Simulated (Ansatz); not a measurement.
Relaxation of BrH5Si (7 atoms, charge 0, multiplicity 1), to a largest force component of 0.03 eV/Å in at most 50 steps.

Computed with RKS PBE/def2-SVP (Ansatz 0.2.0).

```xyz
7
Properties=species:S:1:pos:R:3:forces:R:3
Si 0.221 0.000 -0.048 0.20 0.00 -0.70
H 0.226 0.000 1.432 0.04 0.00 0.55
H 1.651 0.000 -0.521 -0.02 0.00 0.02
H -0.473 1.239 -0.534 0.02 -0.03 0.00
H -0.473 -1.239 -0.534 0.02 0.03 0.00
Br -2.989 0.000 1.394 0.96 0.00 0.52
H -1.574 0.000 1.905 -1.20 0.00 -0.41
```

**Question.** Where does it end, and by what steps?

**Answer.** The forces met the threshold. The force dipped under the threshold on the way, but the program's further checks kept it going. After 6 steps the energy has fallen by 0.109 eV; H7 moved furthest, 0.49 Å.

| step | energy less start (eV) | largest force component (eV/Å) | accepted |
| --- | --- | --- | --- |
| 0 | 0.0000 | 1.204 | yes |
| 1 | -0.0930 | 0.345 | yes |
| 2 | -0.1037 | 0.077 | yes |
| 3 | -0.1059 | 0.047 | yes |
| 4 | -0.1078 | 0.012 | yes |
| 5 | -0.1085 | 0.017 | yes |
| 6 | -0.1086 | 0.008 | yes |

```xyz
7
Properties=species:S:1:pos:R:3
Si 0.365 0.000 -0.157
H 0.321 0.000 1.349
H 1.803 0.000 -0.596
H -0.323 1.231 -0.672
H -0.323 -1.231 -0.672
Br -3.289 0.000 1.639
H -1.967 0.000 2.202
```

Whether the end is a true minimum wasn't checked by a vibrational analysis.

Run time: 11 s on 1 thread of Intel(R) Xeon(R) Platinum 8488C (Sapphire Rapids), with other jobs on the host, peak memory 0.14 GiB.
